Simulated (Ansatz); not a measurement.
`F[Si](F)(F)O[Si](Cl)(Cl)Cl` + `CCC` → `CC(C)[Si](Cl)(Cl)Cl` + `O[Si](F)(F)F`  (formal exchange of groups at the Si–O bond)

Calculated with Ansatz (gas phase, PBE0-D4/def2-TZVP geometries, no zero-point term in ΔE). CCSD(T)/CBS is the MP2 limit (def2-TZVPP, def2-QZVPP) plus CCSD(T) − MP2 in def2-TZVPP, frozen cores. Functionals use def2-TZVPP. Each species was taken in one conformer, which may not be the lowest.

```
      level  ΔE (kJ/mol)
    PBE0-D4         99.2
    ωB97X-V        104.2
       BLYP        113.7
HF/def2-SVP        124.9
```

Problem. What does CCSD(T)/CBS give? (Estimate.)

Solution. The calculation gave: +104.2 kJ/mol. The listed levels differ from it by -5.0, 0.0, 9.5, 20.7 kJ/mol.

Largest T1 diagnostic among the species: 0.011.

In def2-TZVPP, CCSD(T) changes the Hartree–Fock value by −35.1 kJ/mol (the triples alone add −5.7 kJ/mol) and MP2 by −40.2 kJ/mol. From BLYP to BHLYP (50 % exact exchange), in def2-TZVPP and without D4, ΔE moves by +10.7 kJ/mol. At CCSD(T), def2-SVP lies −5.8 kJ/mol from the extrapolated value and def2-TZVPP +0.1 kJ/mol.
